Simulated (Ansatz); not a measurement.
Species: C$_{4}$H$_{5}$F, SMILES `C=C=CCF` (charge 0, multiplicity 1).

Give a relaxed geometry from PBE0-D3(BJ)/def2-TZVP (Ansatz, a program for electronic structure).

One answer among several that fit: the end point of this relaxation, one of several conformers (outside a Z-matrix the atoms follow the SMILES, hydrogens last).
Bonded distances (Å): C1–C2 1.298, C1–H6 1.085, C1–H7 1.085, C2–C3 1.302, C3–C4 1.492, C3–H8 1.087, C4–F5 1.387, C4–H9 1.092, C4–H10 1.095. Angles (°): C2–C1–H6 121.0, C2–C1–H7 121.2, H6–C1–H7 117.7, C1–C2–C3 179.2, C2–C3–C4 122.9, C2–C3–H8 119.8, C4–C3–H8 117.3, C3–C4–F5 110.2, C3–C4–H9 110.9, C3–C4–H10 110.9, F5–C4–H9 108.3, F5–C4–H10 106.9, H9–C4–H10 109.4.
